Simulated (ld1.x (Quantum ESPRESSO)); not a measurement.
Values are calculated unless marked as measured or tabulated.
Hardness and transferability of assorted potentials

Generated with ld1.x 7.5 (TM, RRKJ, ultrasoft, PAW), atompaw 4.2 or ONCVPSP 4.0.1. The cutoff is in Ry: for ld1.x and atompaw files where the sum of valence levels is converged to 10 mRy in a Bessel basis, for ONCV files where the hardest occupied wave has 1 mHa per electron of residual kinetic energy. The error is the largest all-electron minus pseudo excitation energy over each file’s own four to seven test configurations (ionisations up to +4, promotions, holes and added fractions of an electron), all of which were solved. The labels leave out finer settings (local radius, basis sizes, second energies), which also bear on the numbers. Spin-polarised tests are not counted. The rows are a selection from randomly drawn settings: files with unsolved tests, undetermined cutoffs or missed reference levels are left out.

A true bound ghost makes a file unfit for plane-wave use even where its test errors are small: the radial tests pick states by their node count and pass the ghost by.

```csv
element,potential,cutoff (Ry),largest error (meV),bound ghosts
Cl,"TM, PBE, scalar-relativistic, rc 1.15/1.35 (sp), local p, core correction no, reference 3s2 3p4",55,+144,none
Rb,"TM semilocal, PBEsol, scalar-relativistic, rc 3.85/3.95/4.20 (spd), local p, core correction yes, reference 4d1 5s0 5p0",6,+13,none
Mo,"TM, PBE, scalar-relativistic, rc 2.45/4.20/1.30 (spd), local d, core correction no, reference 4d5 5s1 5p0",50,+76,"s, p"
Mo,"TM, PBE, scalar-relativistic, rc 2.35/3.10/2.30/2.95 (spdf), local s, core correction no, reference 4d4 5s0 5p0",35,+237,none
```

Task: Fill in the row for Te: TM, PBEsol, scalar-relativistic, rc 1.65/1.85/1.50 (spd), local p, core correction yes, reference 5s2 5p4.

Result: cutoff 30 Ry, largest error -37 meV, bound ghosts: d.

Task: Fill in the row for Li: PAW, LDA (PZ), non-relativistic, rc 1.10/4.55 (sp), local smoothed, core correction no, reference 1s2 2s1 2p0.

Result: cutoff 45 Ry, largest error -47 meV, bound ghosts: none.
